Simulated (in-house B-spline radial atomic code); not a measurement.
## RPA and G0W0 on BHandHLYP: the barium ion Ba²⁺

Configuration [Kr] 4d10 5s2 5p6, mean-field start BHandHLYP. Computed with an all-electron radial atomic-structure program (B-spline basis): all electrons, scalar-relativistic (spin-free one-electron X2C), finite nucleus, each spin shell either full or empty, empty states to l = 9 with an (l + 1/2)⁻⁴ tail; G0W0 by contour deformation at full frequency.

Spin-orbit coupling, left out, splits p levels strongly here.

Command:
```bash
python run_gw.py task.json out
```
Settings (radii: box in bohr, nucleus in fm):
```
Z                        56
electrons                54
configuration            [Kr] 4d10 5s2 5p6
hamiltonian              x2c
method                   bhandhlyp
lmax                     9
rms_radius               4.8378
spin_polarised           False
box_radius               17.55
intervals                69
```

Cost of the run: 5.1 s on 1 thread of Arm Neoverse N1, on a shared host.

Energies (hartree):

```csv
term,value
mean-field total,-8134.25187
Hartree-Fock functional on these orbitals,-8131.16540
direct second order,-4.6869
second-order exchange,1.2741
SOSEX correction,1.1968
```

Q: What is the RPA correlation energy, and what remains with SOSEX?

A: RPA gives -4.156 hartree (-2.09 eV per electron); RPA + SOSEX gives -2.9592, and the second-order doubles -3.4128 hartree (no singles). RPA lacks exchange-type terms and so overcorrelates at short range.

Quasi-particle levels (eV):

| level | occupied | mean field | Σx - vxc | Σc | QP weight | G0W0 |
| --- | --- | --- | --- | --- | --- | --- |
| 5p | yes | -33.92 | -2.12 | ? | ? | ? |
| 4d | yes | -109.91 | -6.49 | 2.67 | 0.865 | -113.73 |
| 6s | no | -11.182 | 2.01 | -0.86 | 0.982 | -10.041 |

G0W0 = mean field + (Σx - vxc) + Σc, with Σc (partial-wave tail included) taken at the quasi-particle energy. Only the outer levels were computed. Levels of low weight are left out.

Q: Where does G0W0 put 5p?

A: At -36.82 eV, with Σc = -0.78 eV and a quasi-particle weight of 0.944. The tabulated removal energy is 35.844 ± 0.0025 eV (NIST, measured); the calculation leaves out spin-orbit coupling, Breit and QED terms, and what these don't explain is the method's own error.
